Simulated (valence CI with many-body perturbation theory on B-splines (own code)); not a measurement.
# E1 transitions of Ta⁺

Method: relativistic CI+MBPT: four valence electrons over a frozen Dirac-Fock core [Xe] 4f14, a basis of 7 s, 7 p, 8 d, 6 f, 4 g, 1 h functions for each j, with the one-electron correlation potential Σ1 (screened to all orders), the two-electron term Σ2, the three-electron term Σ3, Breit, model QED; selected single and double excitations, second order for the rest (own B-spline code, finite nucleus).

Set against measurement, 13 paired levels are off by 283 cm⁻¹ on average, the worst by 735. These come from a selection out of the NIST Handbook of Basic Atomic Spectroscopic Data. Levels without a partner in it may be off by more, other configurations by 1,000 to 4,000 cm⁻¹. Among the levels kept, up to 520 cm⁻¹ of a level comes from second order outside the variational space, and about a tenth of that is noise between levels of different J, which matters for small intervals. 5 measured levels below the end of the list, from 37231 cm⁻¹ on, found no clear computed partner, and computed levels of the same name lie up to 15259 cm⁻¹ from them.

Lines 1 to 50 of 567 in falling wavelength, among levels below 58852 cm⁻¹, chosen from the strongest by gf and those to the six lowest levels. Wavelengths and rates use the calculated energies, so an error of 300 cm⁻¹ moves a line at 3964 Å by 1.2 % and its rate by three times that or more. Electric multipoles are in the length gauge, E1 and E2 with the static RPA response of the core. Weak lines are less certain than strong ones. Lines between different terms over intervals too small for the method are left out, as are lines whose strength nearly cancels. Where a level lies close to another of its J and parity, the split of strength between their lines is uncertain. The highest levels of a list are the least certain.

Names give the largest LS component (configuration and term), which can be under half, so a name can repeat, a term be missing and a line seem to break the LS rules; names also repeat where a configuration has a term twice. Letters in brackets count levels of one name in rising energy.

| λ vac (Å) | Upper | Lower | A (s⁻¹) | log gf | Branch % |
| --- | --- | --- | --- | --- | --- |
| 3964 | 5d³6p ³F°_3 [a] | 5d³6s ³F_3 | 6.48e+06 | -0.97 | 2.3 |
| 3950 | 5d³6p ³P°_2 [b] | 5d⁴ ³D_3 | 1.15e+07 | -0.87 | 2.7 |
| 3913 | 5d²6s6p ⁵G°_2 [a] | 5d²6s² ³F_2 | 5.58e+06 | -1.19 | 58.5 |
| 3811 | 5d³6p ³H°_6 [b] | 5d⁴ ¹I_6 | 4.80e+06 | -0.87 | 1.4 |
| 3805 | 5d³6p ⁵D°_4 [a] | 5d³6s ¹F_3 | 5.96e+06 | -0.93 | 1.9 |
| 3730 | 5d³6p ⁵D°_4 [a] | 5d⁴ ³H_4 [b] | 8.51e+06 | -0.80 | 2.8 |
| 3718 | 5d³6p ³H°_5 [a] | 5d³6s ¹H_5 | 7.07e+06 | -0.79 | 2.2 |
| 3628 | 5d³6p ³G°_5 [a] | 5d⁴ ³H_6 | 5.50e+06 | -0.92 | 1.7 |
| 3626 | 5d³6p ³G°_3 [b] | 5d⁴ ³H_4 [b] | 9.28e+06 | -0.89 | 2.2 |
| 3625 | 5d²6s6p ¹G°_4 | 5d⁴ ³G_4 [a] | 8.87e+06 | -0.80 | 3.6 |
| 3621 | 5d³6p ⁵G°_4 [a] | 5d³6s ³G_3 | 7.88e+06 | -0.86 | 7.2 |
| 3617 | 5d²6s6p ³G°_4 [a] | 5d⁴ ³H_5 | 1.63e+07 | -0.54 | 6.0 |
| 3546 | 5d³6p ³G°_5 [b] | 5d⁴ ³G_4 [a] | 6.70e+06 | -0.86 | 2.5 |
| 3542 | 5d³6p ⁵P°_3 [a] | 5d⁴ ³H_4 [a] | 1.11e+07 | -0.83 | 3.8 |
| 3526 | 5d³6p ³G°_5 [a] | 5d³6s ¹H_5 | 7.92e+06 | -0.79 | 2.4 |
| 3523 | 5d²6s6p ¹G°_4 | 5d⁴ ³H_5 | 1.73e+07 | -0.54 | 6.9 |
| 3516 | 5d³6p ⁵D°_4 [a] | 5d⁴ ³H_4 [a] | 1.80e+07 | -0.52 | 5.8 |
| 3511 | 5d³6p ³G°_5 [b] | 5d⁴ ³H_6 | 5.32e+07 | 0.03 | 19.8 |
| 3503 | 5d²6s6p ⁵G°_5 [b] | 5d³6s ³G_4 | 7.05e+06 | -0.85 | 10.0 |
| 3495 | 5d²6s6p ⁵G°_3 | 5d²6s² ³F_2 | 3.75e+06 | -1.32 | 51.6 |
| 3483 | 5d²6s6p ³G°_4 [a] | 5d³6s ³F_3 | 1.33e+07 | -0.66 | 4.9 |
| 3479 | 5d³6p ³H°_5 [c] | 5d⁴ ³G_5 | 2.58e+07 | -0.29 | 4.9 |
| 3442 | 5d²6s6p ⁵D°_4 [a] | 5d³6s ³G_4 | 8.98e+06 | -0.84 | 10.8 |
| 3432 | 5d²6s6p ³F°_4 | 5d⁴ ⁵D_4 [a] | 1.00e+07 | -0.80 | 9.9 |
| 3413 | 5d²6s6p ⁵F°_1 [a] | 5d³6s ³P_0 [a] | 1.17e+07 | -1.21 | 27.6 |
| 3410 | 5d³6p ³G°_5 [b] | 5d⁴ ³H_4 [b] | 1.69e+07 | -0.49 | 6.3 |
| 3396 | 5d²6s6p ¹G°_4 | 5d³6s ³F_3 | 7.66e+06 | -0.92 | 3.1 |
| 3381 | 5d²6s6p ⁵G°_5 [a] | 5d²6s² ³F_4 | 1.27e+07 | -0.62 | 48.9 |
| 3379 | 5d²6s6p ⁵D°_4 [b] | 5d³6s ³D_3 [a] | 9.13e+06 | -0.85 | 3.8 |
| 3370 | 5d²6s6p ⁵D°_4 [d] | 5d⁴ ³H_4 [b] | 6.66e+06 | -0.99 | 2.5 |
| 3355 | 5d²6s6p ⁵F°_1 [a] | 5d²6s² ³F_2 | 1.08e+07 | -1.26 | 25.6 |
| 3352 | 5d²6s6p ³G°_4 [b] | 5d⁴ ³G_4 [a] | 2.48e+07 | -0.43 | 5.1 |
| 3342 | 5d²6s6p ⁵G°_2 [b] | 5d²6s² ³F_2 | 6.31e+06 | -1.28 | 11.4 |
| 3329 | 5d³6p ³G°_5 [a] | 5d⁴ ³H_4 [a] | 6.44e+06 | -0.93 | 2.0 |
| 3297 | 5d³6p ⁵F°_5 | 5d³6s ³F_4 | 9.49e+06 | -0.77 | 2.6 |
| 3293 | 5d³6p ⁵F°_1 [a] | 5d⁴ ⁵D_2 | 2.55e+07 | -0.90 | 7.9 |
| 3241 | 5d²6s6p ³F°_2 | 5d³6s ³D_1 [b] | 1.29e+07 | -0.99 | 5.5 |
| 3237 | 5d³6p ⁵F°_2 [a] | 5d⁴ ⁵D_2 | 1.35e+07 | -0.97 | 4.1 |
| 3233 | 5d³6p ³H°_5 [b] | 5d³6s ¹H_5 | 5.88e+06 | -0.99 | 1.4 |
| 3229 | 5d³6p ³G°_3 [a] | 5d³6s ³G_3 | 1.35e+07 | -0.83 | 8.5 |
| 3223 | 5d³6p ⁵D°_3 [b] | 5d³6s ³P_2 [b] | 1.21e+07 | -0.88 | 3.2 |
| 3214 | 5d³6p ³H°_6 [b] | 5d⁴ ³H_6 | 1.29e+07 | -0.59 | 3.9 |
| 3213 | 5d³6p ⁵D°_3 [a] | 5d²6s² ³F_4 | 1.38e+07 | -0.83 | 11.1 |
| 3203 | 5d²6s6p ⁵G°_5 [b] | 5d²6s² ³F_4 | 1.57e+07 | -0.58 | 22.2 |
| 3172 | 5d³6p ³I°_5 | 5d⁴ ³H_5 | 9.43e+06 | -0.81 | 3.2 |
| 3171 | 5d³6p ⁵G°_5 [b] | 5d³6s ³G_5 | 1.20e+07 | -0.70 | 5.2 |
| 3165 | 5d²6s6p ³F°_4 | 5d³6s ³G_4 | 9.25e+06 | -0.90 | 9.2 |
| 3162 | 5d³6p ³H°_6 [b] | 5d⁴ ³H_5 | 2.22e+07 | -0.36 | 6.7 |
| 3156 | 5d²6s6p ³H°_4 [a] | 5d⁴ ³G_4 [a] | 1.01e+07 | -0.87 | 2.3 |
| 3152 | 5d²6s6p ⁵D°_4 [a] | 5d²6s² ³F_4 | 1.31e+07 | -0.76 | 15.7 |
